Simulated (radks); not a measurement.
Task: The mean radii <r> (bohr) of the occupied orbitals of an atom or ion are listed with their occupations. Calculated with a radial shooting solver on a logarithmic mesh with Libxc functionals: Dirac Kohn-Sham, relativistic LDA (MacDonald-Vosko exchange, VWN5 correlation), spin-unpolarised, spherical densities, finite nucleus; Fermi nuclear charge, rms radius of each element as measured or else 0.836 A^(1/3) + 0.57 fm.

| orbital | occ. | <r> |
|---|---|---|
| 1s1/2 | 2 | 0.02083 |
| 2s1/2 | 2 | 0.08785 |
| 2p1/2 | 2 | 0.07312 |
| 2p3/2 | 4 | 0.08025 |
| 3s1/2 | 2 | 0.2302 |
| 3p1/2 | 2 | 0.2197 |
| 3p3/2 | 4 | 0.2331 |
| 3d3/2 | 4 | 0.2056 |
| 3d5/2 | 6 | 0.2098 |
| 4s1/2 | 2 | 0.5156 |
| 4p1/2 | 2 | 0.5234 |
| 4p3/2 | 4 | 0.5525 |
| 4d3/2 | 4 | 0.5738 |
| 4d5/2 | 6 | 0.5834 |
| 5s1/2 | 2 | 1.091 |
| 4f5/2 | 6 | 0.6419 |
| 4f7/2 | 1 | 0.6469 |

Name the element and its charge. Open shells, if any, fill j = l - 1/2 first.

Result: Z = 67, holmium, charge +12: Ho12+ in [Kr] 4d10 4f7 5s2. The 1s radius gives Z: for a bare nucleus <r> = (2 gamma + 1)/(2Z) with gamma = sqrt(1 - (Z/c)^2), 0.02048 bohr for Z = 67, and screening makes it slightly larger (0.02083 here). The occupations add up to 55, and the charge is Z minus that.
